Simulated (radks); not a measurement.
Results of a calculation; reference values are marked as such.
Question: Species: the boron ion B2+. Configuration: [He] 2s1 (the NIST ground configuration). Code: a radial shooting solver on a logarithmic mesh with Libxc functionals. Model: non-relativistic Kohn-Sham, Slater X-alpha with alpha = 1.021, spin-polarised, spherical densities, point nucleus; open shells are filled with parallel spins first. Some entries of the table are withheld. Estimate them.

orbital,occ.,eigenvalue (eV),<1/r> (bohr^-1)
1s up,1,(1),(2)
1s down,1,(3),(4)
2s up,1,(5),0.9327
2s down,0,(6),0.9008

Answer: 
(1) 1s up eigenvalue (eV): -228.3466
(2) 1s up <1/r> (bohr^-1): 4.762
(3) 1s down eigenvalue (eV): -226.8815
(4) 1s down <1/r> (bohr^-1): 4.768
(5) 2s up eigenvalue (eV): -36.8669
(6) 2s down eigenvalue (eV): -26.6061
